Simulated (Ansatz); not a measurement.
Two isomers of GeH10Si3: A = `[SiH3][SiH2][SiH2][GeH3]`, B = `[SiH3][GeH]([SiH3])[SiH3]`.

Calculated with Ansatz (gas phase, PBE0-D4/def2-TZVP geometries, no zero-point term in ΔE). CCSD(T)/CBS adds triple-zeta CCSD(T) − MP2 to the extrapolated MP2 energy (def2 sets, frozen cores). DFT in def2-TZVPP. B3LYP here is the variant with VWN-RPA as its local correlation; programs differ in this. For Ge outer-core shells are correlated without core-valence functions, which leaves a few kJ/mol of doubt a bond. Scalar relativity is left out up to krypton. Each species was taken in one conformer, which may not be the lowest.

A:

Z-matrix (Å, degrees):
```
Si
Si 1 2.338
H 1 1.488 2 109.9
H 1 1.488 2 111.3 3 120.6
H 1 1.488 2 109.5 3 -119.1
Si 2 2.337 1 109.6 3 58.5
H 2 1.490 1 110.1 3 -63.6
H 2 1.490 1 109.2 3 177.7
Ge 6 2.380 2 109.8 1 54.9
H 6 1.490 2 109.4 1 -64.6
H 6 1.490 2 110.8 1 176.1
H 9 1.538 6 110.1 2 -64.6
H 9 1.538 6 111.3 2 175.1
H 9 1.538 6 110.3 2 54.7
```

B:

```xyz
14

Si   -0.574    1.313    1.737
Ge   -0.325   -0.526    0.249
Si    1.978   -1.077    0.017
Si   -1.247    0.019   -1.875
H    -2.009    1.669    1.896
H    -0.009    0.985    3.073
H     0.153    2.488    1.187
H    -1.076   -1.744    0.825
H     2.707    0.095   -0.538
H     2.569   -1.426    1.337
H     2.151   -2.229   -0.907
H    -1.093   -1.118   -2.820
H    -0.533    1.200   -2.430
H    -2.691    0.349   -1.750
```

Task: Which is lower in electronic energy at CCSD(T)/CBS, and by how much? (Estimate.)

Result: The calculation gave: B, by 35.1 kJ/mol.

Task: Give E(B) − E(A) in kJ/mol with B3LYP, B2PLYP, r2SCAN-D4, CCSD(T)/def2-TZVPP, B3LYP-D4, PBE0-D4, CCSD(T)/def2-SVP. (Best estimate.)

Result: Computed: B3LYP -33.6, B2PLYP -35.6, r2SCAN-D4 -29.2, CCSD(T)/def2-TZVPP -33.3, B3LYP-D4 -32.9, PBE0-D4 -26.6, CCSD(T)/def2-SVP -29.8. None reverses the order clearly.

Task: Does the order hold for the free energy at 298.15 K (harmonic terms from PBE0-D4)? (An estimate is asked.)

Result: Computed: Yes: G(B) − G(A) = -31.6 kJ/mol, for one conformer each. Modes under 60 cm⁻¹, often nearly free rotors, make the harmonic entropy too high.

Largest T1 diagnostic: 0.013.

Leaving LDA and LC-ωPBE aside and taking each functional with its dispersion term where it has one, the values, not all of them listed here, spread over 21.7 kJ/mol, from ωB97M-V to B97M-V. LDA lies +3.4 kJ/mol from PBE without D4. At CCSD(T), def2-SVP lies +5.3 kJ/mol from the extrapolated value and def2-TZVPP +1.8 kJ/mol.
